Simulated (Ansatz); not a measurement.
`CBOC(C)=O` + CH₃OH → `COC(C)=O` + `CBO` at 500 K and 1 bar (substitution at a C–O bond).

Calculated with Ansatz (gas phase, PBE0-D4/def2-TZVP geometries, no zero-point term in ΔE). CBS: MP2 limit from def2 TZ/QZ plus the TZ coupled-cluster correction, frozen cores. This one scheme is used for every species. One conformer a species, not always the lowest.

```tsv
species	CCSD(T)/CBS energy (Eh)	H − E (kJ/mol)	S (J/(mol·K))
`CBOC(C)=O`	-293.56968	316.8	432.5
CH₃OH	-115.61712	157.0	265.4
`COC(C)=O`	-268.11980	276.7	382.8
`CBO`	-141.08489	198.4	313.3
```

H − E and S are ideal-gas, rigid-rotor, harmonic terms from PBE0-D4/def2-TZVP, for one conformer and one mirror image of each species. 1 Eh = 2625.50 kJ/mol, R = 8.31446 J/(mol·K).

By hand: ΔE, ΔH, ΔS and ΔG.

ΔE = (-268.11980) + (-141.08489) − (-293.56968) − (-115.61712) = -0.01789 Eh = -47.0 kJ/mol. Δ(H − E) = 276.7 + 198.4 − 316.8 − 157.0 = 1.3, so ΔH = -45.7 kJ/mol. ΔS = 382.8 + 313.3 − 432.5 − 265.4 = -1.8 J/(mol·K). ΔG = -45.7 − 500 × (-1.8)/1000 = -44.8 kJ/mol.

By hand: the equilibrium constant, and the temperature at which ΔG would vanish if ΔH and ΔS stayed fixed.

log₁₀ K = −ΔG/(RT ln 10) = 4.7. ΔG = 0 at ΔH/ΔS = 25389 K, far beyond where these terms or the molecules hold.

The number of gas molecules stays the same, so ΔS is small and ΔH decides. A doubt of 5 kJ/mol in ΔE shifts log₁₀ K by 0.5 here. Other conformers and mirror images would add mixing entropy, several J/(mol·K) or more a flexible species. Modes under 60 cm⁻¹, often nearly free rotors, make the harmonic entropy too high. These are equilibria of isolated gas molecules and say nothing of rates. Largest T1 diagnostic: 0.014 (customary marks: 0.02 for closed shells, 0.045 for open ones).
